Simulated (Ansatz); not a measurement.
Z-matrix (Å, degrees):
```
C
Ga 1 1.955
H 1 1.090 2 111.0
H 1 1.092 2 110.3 3 120.4
H 1 1.092 2 110.3 3 -120.5
N 2 1.815 1 122.9 3 179.5
S 2 2.213 1 120.7 3 -0.5
H 6 1.005 2 124.5 1 180.0
H 6 1.005 2 123.5 1 0.1
H 7 1.343 2 94.9 1 -179.9
```

The species carries charge 0 and has multiplicity 1.

(1) List the PBE/def2-TZVPP orbital energies in eV (Ansatz 0.2.0). (An estimate is asked.)

## Answers

(1) Computed: Occupied: -10093.32, -2395.34, -1233.23, -1092.94, -1092.85, -1092.82, -379.93, -268.68, -208.30, -154.44, -154.34, -154.23, -143.06, -97.66, -97.45, -97.37, -20.93, -19.78, -19.64, -19.61, -19.55, -19.17, -17.36, -16.79, -11.74, -11.00, -10.01, -9.76, -9.44, -7.71, -6.98, -6.37, -5.71. Lowest empty: -0.74, -0.67, -0.07, 0.61, 0.90, 2.24, 2.35, 2.51.
